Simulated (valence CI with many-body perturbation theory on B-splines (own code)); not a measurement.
## Which ion has this spectrum?

A relativistic CI+MBPT calculation for an atom or ion with 23 electrons gives these levels (cm⁻¹):

```
   J  Parity       E     g
 5/2    even       0  1.38
 5/2    even  223907  1.33
 7/2    even  307370  1.15
 3/2    even  317004  1.20
11/2    even  318288  1.12
 9/2    even  350945  1.14
 5/2    even  370617  1.14
 1/2    even  385878  1.84
 7/2    even  406758  1.09
 3/2    even  500623  0.79
 5/2    even  527536  1.26
 7/2    even  580027  1.21
11/2    even  585930  1.08
 9/2    even  600051  1.14
```

The energies are calculated, and their last digits are not significant.

(1) Which is it?
A. Ho44+
B. Eu40+
C. Tb42+
D. Sm39+

Results:

(1) C. Tb42+, ground level (3d3/2^4 3d5/2) J=5/2.
